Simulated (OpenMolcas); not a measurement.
Multiplet structure of Ga²⁺

* Program: OpenMolcas 26.06
* Method: CASSCF
* Basis: ANO-RCC-VTZP [6s5p3d1f]
* Scalar Hamiltonian: DKH2, point nucleus
* Active space: 1 electron in 4 orbitals (4s 4p)
* State averaging: 2S+1 = 2 even, 1 root; 2S+1 = 2 odd, 3 roots
* Spin-orbit coupling: RASSI with atomic mean-field integrals over the reference wave functions, term energies averaged over their components

Spin-free terms above the lowest, with the occupations of the reference:

| Configuration | Term | E (cm⁻¹) | Occupations |
| --- | --- | --- | --- |
| 4s | ²S | 0.0 | 4s 1.00 |
| 4p | ²P° | 63795 | 4p 1.00 |

With spin-orbit coupling, above the lowest level:

```tsv
Configuration	Term	J	E (cm⁻¹)	Measured (cm⁻¹)	g	Term weight %
4s	²S	1/2	0.0	0.0	2.002	100
4p	²P°	1/2	62874	65169	0.666	100
4p	²P°	3/2	64256	66888	1.334	100
```

Against the 2 measured excited levels shown (Shirai, Reader, Kramida and Sugar, J. Phys. Chem. Ref. Data 36, 509 (2007)) the mean absolute deviation is 2500 cm-1; the largest miss in energy is 4p ²P°_3/2: computed 64256, measured 66888 cm⁻¹ (-3.9 %).

With one active electron the reference holds no correlation, so core polarisation is missing. Computed and measured levels are paired by configuration, term and J; levels that our copy of the source lacks, or whose pairing is in doubt (as where it misses far off the trend of its configuration), stay unpaired and out of the deviations. Levels of configurations outside the active space are missing.

The term weight is that of the spin-free term in the level, not the purity of its configuration. ° marks odd parity.
